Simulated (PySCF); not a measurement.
GeH, SMILES [GeH] (connectivity only; charge and spin as stated), charge +1, multiplicity 1.

Geometry optimised at PBE-D3(BJ)/def2-TZVPD. The multiplicity is an assumed one; other spin states were not compared.

The numbers are results of HF/def2-TZVPD (PySCF), not measurements.

```yaml
total_energy: -2075.62669 hartree
point_group: C∞v
highest_occupied_level: -17.54 eV
lowest_empty_level: -6.80 eV
orbital_gap: 10.74 eV
dipole_moment_about_the_centre_of_nuclear_charge: 0.39 D
mean_static_polarisability: 22.9 bohr³ (3.39 Å³)
polarisability_principal_values: 20.7, 20.7, 27.2 bohr³
```
